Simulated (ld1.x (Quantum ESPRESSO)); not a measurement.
**mercury (Hg), ultrasoft: configuration errors across variants**

mercury, ultrasoft, made with ld1.x (Quantum ESPRESSO) 7.5 (PBE, scalar-relativistic). Core [Xe] 4f14 5d10, reference 6s2 6p0. Waves: 6s (bound): rcut 1.90, rcutus 2.55 bohr; 6s channel at 0.55 Ry: rcut 1.90, rcutus 2.55 bohr; 6p (bound, empty): rcut 2.65, rcutus 2.85 bohr; 6p channel at 0.25 Ry: rcut 2.65, rcutus 2.85 bohr; 6d channel at 0.05 Ry: rcut 1.95, rcutus 2.50 bohr. Local part: all-electron potential smoothed inside 1.90 bohr (lloc = -1). Core correction: none. Augmentation charge: PSQ, radius 2.15 bohr.

All-electron excitation energies from the reference (eV): (1) 6s1 6p0 10.688; (2) 6s1.5 6p0 4.356; (3) 6s1 6p1 6.039; (4) 6s0 6p1 18.098; (5) 6s0 6p2 12.575.

2 further variants failed, have other tests or too few solved ones, and are left out.

A true bound ghost makes a file unfit for plane-wave use even where its test errors are small: the radial tests pick states by their node count and pass the ghost by.

Errors AE − PS in meV (a dash: test not solved or not reliable):

| change | (1) | (2) | (3) | (4) | (5) | bound ghosts |
| --- | --- | --- | --- | --- | --- | --- |
| base | +5.5 | -5.3 | +55 | +267 | +448 | s, d |
| waves 6p (bound): rcut 2.38, rcutus 2.52 bohr; 6p channel at 0.25 Ry: rcut 2.38, rcutus 2.52 bohr | +5.5 | -5.3 | +65 | – | – | s, d |
| waves 6p (bound): rcut 2.65, rcutus 2.84 bohr; 6p channel at 0.25 Ry: rcut 2.65, rcutus 2.84 bohr | +5.5 | -5.3 | +55 | +267 | +448 | s, d |
| waves 6p (bound): rcut 2.65, rcutus 3.20 bohr; 6p channel at 0.25 Ry: rcut 2.65, rcutus 3.20 bohr | +5.5 | -5.3 | +51 | +283 | +461 | s, d |
| waves 6p (bound): rcut 2.65, rcutus 3.62 bohr; 6p channel at 0.25 Ry: rcut 2.65, rcutus 3.62 bohr | +5.5 | -5.3 | +49 | +315 | +486 | s, d |
| waves 6p (bound): rcut 2.65, rcutus 3.94 bohr; 6p channel at 0.25 Ry: rcut 2.65, rcutus 3.94 bohr | +5.5 | -5.3 | +48 | +307 | +471 | s, d |

Q: Give the same row for: waves 6p (bound): rcut 2.65, rcutus 4.16 bohr; 6p channel at 0.25 Ry: rcut 2.65, rcutus 4.16 bohr.

A: +5.5, -5.3, +48, +289, +452; bound ghosts: s, d.
